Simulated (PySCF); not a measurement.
Be(SH)(SiH3) (BeH4SSi), SMILES [SiH3][Be][SH].

The structure is a stationary point at PBE0-D3(BJ)/def2-TZVP. One conformer was computed; it need not be the lowest.

Method: PBE0-D3(BJ)/def2-TZVP run with PySCF 2.14.0.

Frequencies are harmonic and unscaled.

A small imaginary wavenumber (i) marks a very flat motion, where grid noise or a shallow saddle decides the sign.

| mode | ν (cm⁻¹) | IR (km/mol) | Raman (Å⁴/amu) | depolarisation | moving atoms (share of kinetic energy) |
|---|---|---|---|---|---|
| 1 | 9i | 10.5 | 0.3 | 0.75 | H 98 % |
| 2 | 152 | 21.5 | 0.1 | 0.33 | Be 64 %, H 29 % |
| 3 | 169 | 15.7 | 0.1 | 0.75 | Be 70 %, H 22 % |
| 4 | 314 | 2.1 | 17.1 | 0.14 | Si 49 %, S 43 % |
| 5 | 451 | 1.1 | 0.2 | 0.60 | H 83 %, Si 9 % |
| 6 | 484 | 1.2 | 0.2 | 0.65 | H 71 %, Be 18 %, Si 10 % |
| 7 | 608 | 1.8 | 0.3 | 0.47 | H 78 %, Be 17 % |
| 8 | 861 | 278.7 | 1.8 | 0.61 | H 88 % |
| 9 | 937 | 36.8 | 13.4 | 0.75 | H 98 % |
| 10 | 939 | 40.6 | 13.4 | 0.75 | H 96 % |
| 11 | 943 | 69.9 | 1.0 | 0.75 | Be 79 %, S 10 % |
| 12 | 2193 | 56.1 | 252.3 | 0.04 | H 98 % |
| 13 | 2199 | 82.1 | 155.9 | 0.41 | H 96 % |
| 14 | 2201 | 86.9 | 124.5 | 0.72 | H 96 % |
| 15 | 2690 | 4.2 | 99.4 | 0.23 | H 97 % |
